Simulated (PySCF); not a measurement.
Theory: delta-SCF UKS SCAN, pcX-2 on the ionised atom, pcseg-1 elsewhere, spin-free X2C in PySCF 2.14.0. Geometries: PBE0-D3(BJ)/def2-SVP; isolated species, one conformer each. Values against the vacuum level.

Task: Order these sites by rising C 1s binding energy.
A. C5 in `[CH:1]#[C:2][C:3]#[C:4][CH3:5]`
B. C5 in `[CH2:1]=[CH:2][C:3](=[CH2:4])[C@H:5]([CH:6]=[O:7])[O:8][CH3:9]`
C. C1 in `[CH3:1][CH2:2][CH2:3][O:4][C:5]([CH3:6])=[O:7]`
D. Carbon in `C[SiH2]P`

Result: D (290.37 eV), C (290.80 eV), A (291.84 eV), B (292.43 eV).

From the lowest up, the atoms are bonded to: 3 H and Si (290.37); C and 3 H (290.80); C and 3 H (291.84); O, 2 C and H (292.43).

Task: Rank by computed O 1s binding energy, lowest first.
A. Oxygen in `C=CC(=[Se])OC`
B. O8 in `[CH2:1]=[CH:2][C:3](=[CH2:4])[C@H:5]([CH:6]=[O:7])[O:8][CH3:9]`
C. O7 in `[CH3:1][CH2:2][CH2:3][O:4][C:5]([CH3:6])=[O:7]`

Result: C (537.53 eV), B (538.79 eV), A (539.54 eV).

The highest is bonded to 2 C, the lowest to C (double bond); the range is 2.01 eV.
